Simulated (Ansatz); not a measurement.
A nudged elastic band was laid between two geometries of CH$_{9}$SSbSi$_{2}$ (14 atoms, charge 0, multiplicity 1).

Method: RKS PBE0-D4/def2-SVP (Ansatz).

```
movable images  : 7
climbing image  : yes
spring          : 5.0 eV/Å²
optimiser       : quadratic models (default)
start path      : IDPP
force threshold : 0.05 eV/Å
iteration limit : 35
end points      : relaxed
```

Initial state:

```xyz
14
Properties=species:S:1:pos:R:3
Si -1.825 0.550 -0.746
C -0.207 -0.262 -0.225
Sb -0.392 -1.098 1.806
Si 1.254 0.908 -0.337
S 3.152 -0.065 -0.038
H -1.724 1.085 -2.139
H -2.146 1.684 0.175
H -2.949 -0.435 -0.689
H -0.014 -1.113 -0.901
H 0.925 -2.179 1.581
H -1.506 -2.308 1.315
H 1.075 2.011 0.657
H 1.370 1.482 -1.710
H 2.975 -0.290 1.282
```

Final state:

```xyz
14
Properties=species:S:1:pos:R:3
Si -1.879 0.510 -0.631
C -0.264 -0.294 -0.092
Sb -0.154 -0.390 2.107
Si 1.241 0.576 -0.797
S 3.080 -0.491 -0.452
H -1.945 1.914 -0.118
H -3.049 -0.247 -0.087
H -1.981 0.546 -2.123
H -0.256 -1.336 -0.456
H 1.016 -1.648 2.091
H -1.429 -1.535 2.217
H 1.328 1.953 -0.221
H 1.157 0.655 -2.285
H 3.125 -0.243 0.876
```

What changes between the two ends?

No bond is made or broken. The dihedral H8–Si1–C2–Sb3 goes from -58 to -178°. The two ends are copies of one structure, up to a mirror image or an exchange of like atoms.

What energy profile does the band end with?

It converged. The highest image is number 4 of 0 to 8, 0.9 kcal/mol above the ends, which have the same energy within 2 meV. A vibrational analysis at the climbing image gives one clearly imaginary mode, 100i cm⁻¹: a first-order saddle point.

```json
{"image": "0", "path coordinate (Å)": "0.00", "energy (kcal/mol)": "0.0", "dihedral H8–Si1–C2–Sb3 (°)": "-58"}
{"image": "1", "path coordinate (Å)": "0.61", "energy (kcal/mol)": "0.0", "dihedral H8–Si1–C2–Sb3 (°)": "-72"}
{"image": "2", "path coordinate (Å)": "1.21", "energy (kcal/mol)": "0.3", "dihedral H8–Si1–C2–Sb3 (°)": "-87"}
{"image": "3", "path coordinate (Å)": "1.81", "energy (kcal/mol)": "0.7", "dihedral H8–Si1–C2–Sb3 (°)": "-103"}
{"image": "4", "path coordinate (Å)": "2.42", "energy (kcal/mol)": "0.9", "dihedral H8–Si1–C2–Sb3 (°)": "-118"}
{"image": "5", "path coordinate (Å)": "3.01", "energy (kcal/mol)": "0.8", "dihedral H8–Si1–C2–Sb3 (°)": "-134"}
{"image": "6", "path coordinate (Å)": "3.60", "energy (kcal/mol)": "0.5", "dihedral H8–Si1–C2–Sb3 (°)": "-149"}
{"image": "7", "path coordinate (Å)": "4.19", "energy (kcal/mol)": "0.1", "dihedral H8–Si1–C2–Sb3 (°)": "-164"}
{"image": "8", "path coordinate (Å)": "4.79", "energy (kcal/mol)": "0.0", "dihedral H8–Si1–C2–Sb3 (°)": "-178"}
```

What is the geometry of the highest image?


```xyz
14
Properties=species:S:1:pos:R:3:forces:R:3
Si -1.849 0.539 -0.665 0.00 0.00 0.00
C -0.248 -0.299 -0.107 -0.01 -0.01 -0.01
Sb -0.235 -0.562 2.077 0.01 -0.01 0.00
Si 1.259 0.635 -0.711 0.01 0.00 -0.01
S 3.115 -0.398 -0.349 -0.01 0.00 0.01
H -1.556 1.815 -1.392 0.00 0.00 0.00
H -2.719 0.882 0.505 0.00 0.00 0.00
H -2.613 -0.363 -1.578 0.00 0.00 0.00
H -0.215 -1.311 -0.542 0.01 0.00 0.00
H 0.939 -1.817 2.033 0.00 0.00 0.00
H -1.511 -1.710 2.037 -0.01 0.00 0.00
H 1.290 1.987 -0.073 0.00 0.00 0.00
H 1.223 0.780 -2.196 0.00 0.00 0.00
H 3.106 -0.209 0.989 0.00 0.00 0.00
```

Run time: 6 min on 2 threads of Arm Neoverse V2, with other jobs on the host, peak memory 0.45 GiB.
